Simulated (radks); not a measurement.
Values are calculated unless marked as measured or tabulated.
Task: Successive ionisation energies (eV) of one element, from differences of total energies of ions in their ground configurations, starting at charge 25: 1336.5, 1412.7, 1490.3, 1569.4, 1649.9, 1731.8, 1982.8. Code: a radial shooting solver on a logarithmic mesh with Libxc functionals. Model: Dirac Kohn-Sham, PBEsol, spin-unpolarised, spherical densities, point nucleus; open shells are shared between the two j in proportion to 2j + 1. Which element is it?

Result: Indium (Z = 49). The first species listed is In25+ in [Ar] 3d6, the last In31+ in [Ar].
